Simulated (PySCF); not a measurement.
C4H7NSi, SMILES C/C(C#N)=C/[SiH3].

Geometry optimised at B3LYP-D3(BJ)/def2-SVP. A frequency run showed that this geometry is not a minimum. The structure was generated by enumeration; whether it is a known compound was not checked.

Two levels are set side by side: PBE/def2-TZVP (PySCF) and ωB97X/def2-TZVP (PySCF). Same geometry, gas phase. Differences are taken from unrounded values.

```csv
quantity,ωB97X
orbital gap (eV),10.54
highest occupied level (eV),-10.30
lowest empty level (eV),0.24
dipole moment (D),3.97
mean polarisability (bohr³),78.4
```

### Question
What does PBE give, and how far is it from ωB97X? (The exact figures need the calculation; the answer reports its results.)

### Answer

| quantity | PBE | PBE minus ωB97X |
|---|---|---|
| orbital gap (eV) | 4.17 | -6.37 |
| highest occupied level (eV) | -6.95 | 3.35 |
| lowest empty level (eV) | -2.78 | -3.02 |
| dipole moment (D) | 3.84 | -0.13 |
| mean polarisability (bohr³) | 82.0 | 3.6 |

Without exact exchange PBE keeps part of each electron's self-repulsion, which lifts occupied levels and narrows the gap. Loosely held outer electrons make PBE densities more polarisable. Differences between two approximate levels are no errors against the true value.

Rough cost on one machine, each run with all the roots and properties that it gave: ωB97X against PBE within a factor of 2.
